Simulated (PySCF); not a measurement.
**`ClC(/C=C\C(C)C)=O`, C6H9ClO**

Geometry:
| atom | x (Å) | y (Å) | z (Å) |
| --- | --- | --- | --- |
| C1 | -1.590 | -0.492 | -1.121 |
| C2 | -0.576 | 0.190 | -0.202 |
| C3 | -1.274 | 0.766 | 1.037 |
| C4 | 0.440 | -0.801 | 0.251 |
| C5 | 1.770 | -0.651 | 0.294 |
| C6 | 2.470 | 0.548 | -0.127 |
| O7 | 2.050 | 1.618 | -0.433 |
| Cl8 | 4.233 | 0.274 | -0.163 |
| H9 | -2.101 | -1.298 | -0.599 |
| H10 | -2.331 | 0.228 | -1.456 |
| H11 | -1.093 | -0.904 | -1.997 |
| H12 | -0.091 | 1.008 | -0.737 |
| H13 | -0.555 | 1.276 | 1.672 |
| H14 | -2.034 | 1.480 | 0.731 |
| H15 | -1.752 | -0.024 | 1.612 |
| H16 | 0.029 | -1.747 | 0.586 |
| H17 | 2.397 | -1.458 | 0.642 |

Computed with PySCF 2.14.0, GIAO B97-2/3-21G magnetisability, rotational g tensor and spin-rotation constants, non-relativistic, gas phase. Geometry: GFN2-xTB.

**Question.** Give the nuclear spin-rotation constants along the inertial axes (H = +C I·J) beside the isotropic shieldings.

**Answer.** Rotational constants 4.1603, 0.7570, 0.7267 GHz. A star marks the isotopologue with that one atom substituted, in its own axes.
| atom | isotope | Caa (kHz) | Cbb (kHz) | Ccc (kHz) | mean (kHz) | σ (ppm) |
| --- | --- | --- | --- | --- | --- | --- |
| Cl8 | 35Cl | 0.480 | 0.398 | 0.315 | 0.398 | 538.7 |
| H9 | 1H | -0.317 | -0.055 | -0.061 | -0.144 | 32.4 |
| H10 | 1H | -0.269 | -0.046 | -0.074 | -0.130 | 32.1 |
| H11 | 1H | -0.388 | -0.068 | -0.031 | -0.162 | 32.0 |
| H12 | 1H | -0.280 | -0.037 | -0.046 | -0.121 | 29.5 |
| H13 | 1H | -0.222 | -0.068 | -0.061 | -0.117 | 32.1 |
| H14 | 1H | -0.260 | -0.046 | -0.074 | -0.127 | 31.9 |
| H15 | 1H | -0.353 | -0.054 | -0.055 | -0.154 | 32.3 |
| H16 | 1H | -0.258 | 0.012 | -0.070 | -0.105 | 26.7 |
| H17 | 1H | -0.278 | 0.003 | -0.065 | -0.114 | 27.4 |
| C1 | 13C* | 0.461 | 0.085 | 0.079 | 0.208 | 186.9 |
| C2 | 13C* | 0.586 | 0.093 | 0.077 | 0.252 | 179.2 |
| C4 | 13C* | 1.433 | 0.280 | 0.135 | 0.616 | 62.5 |
| C5 | 13C* | 0.970 | 0.242 | 0.139 | 0.450 | 97.2 |
| C6 | 13C* | 1.837 | 0.183 | 0.172 | 0.731 | 56.9 |
| O7 | 17O* | -2.134 | -0.521 | -0.130 | -0.928 | -167.9 |

For the geometry as given, no vibrational averaging.
